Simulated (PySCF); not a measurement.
SMILES F[C](F)(F)[In]([C](F)(F)F)[C](F)(F)F (C3F9In), B3LYP/def2-SVP optimised geometry.

```
13

In    -0.16     0.15     0.00
C     -1.29    -1.78    -0.02
F     -2.04    -1.89    -1.13
F     -2.12    -1.86     1.04
F     -0.48    -2.85     0.03
C      2.08     0.15     0.00
F      2.57    -0.52    -1.06
F      2.57    -0.44     1.11
F      2.60     1.39    -0.05
C     -1.27     2.10     0.00
F     -0.94     2.85     1.07
F     -2.60     1.94     0.03
F     -0.98     2.81    -1.11
```

Density from B3LYP/def2-TZVP, def2 effective core potentials past Kr in PySCF at that geometry. The core electrons that the potentials of In replace are not part of the density.

Minimum of the electron density along straight lines between bonded atoms, close to the bond critical point (lines longer than 1.1 times the sum of covalent radii, or with two minima, are not listed):

```
bond     length / Å  ρ at the minimum / e bohr⁻³  ∇²ρ there / e bohr⁻⁵  position (fraction from the first atom)
-------  ----------  ---------------------------  --------------------  ---------------------------------------
In1–C2        2.240                        0.092                  0.14                                     0.50
C2–F3         1.348                        0.278                 -0.47                                     0.34
C2–F4         1.348                        0.278                 -0.47                                     0.34
C2–F5         1.345                        0.281                 -0.46                                     0.34
In1–C6        2.240                        0.092                  0.14                                     0.50
C6–F7         1.348                        0.278                 -0.47                                     0.34
C6–F8         1.348                        0.278                 -0.47                                     0.34
C6–F9         1.345                        0.280                 -0.46                                     0.34
In1–C10       2.240                        0.092                  0.14                                     0.50
C10–F11       1.348                        0.278                 -0.47                                     0.34
C10–F12       1.345                        0.281                 -0.46                                     0.34
C10–F13       1.349                        0.278                 -0.47                                     0.34
```
